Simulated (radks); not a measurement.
Neutral osmium inside a hard spherical wall (all orbitals vanish at R), configuration held at [Xe] 4f14 5d6 6s2 and not refilled when levels cross. Calculated with a radial shooting solver on a logarithmic mesh with Libxc functionals: scalar-relativistic Kohn-Sham, PBE, spin-polarised, spherical densities, finite nucleus; open shells are filled with parallel spins first (spin-orbit coupling, left out, can overturn this in heavy ions); Fermi nuclear charge, rms radius 5.4126 fm. Eigenvalues in eV for spin up, with the zero of energy where the potential of the charges vanishes at infinity; a dash marks a level that is unbound or too diffuse for the functional's potential to be trusted. A positive occupied level is held by the wall or, in an anion where self-interaction has pushed it up, behind a barrier. The pressure on the wall is -dE/dV.

R (bohr)  E (hartree)  kinetic (hartree)    e(4f)    e(5p)   e(5d)   e(6s)  e(6p, empty)  e(7s, empty)  pressure (GPa)
free      -17250.8138          19112.297  -51.911  -51.664  -7.224  -6.677        -1.474             -               0
8         -17250.8110          19112.324  -51.758  -51.511  -7.081  -6.549        -1.031         3.715           0.130
6         -17250.7787          19112.542  -50.857  -50.631  -6.283  -5.734         0.639        11.051            2.91
4         -17250.3032          19114.812  -44.790  -45.095  -1.144   1.109        11.343        44.734             108
3         -17248.4078          19122.410  -32.371  -34.692  10.115  20.641        38.264        112.31            1060
2.5       -17244.8669          19135.878  -17.680  -22.643  24.981  50.673        76.397        196.62            4320
2         -17233.6903          19176.096   12.865    4.826  60.525  128.64        168.20        382.35           23100
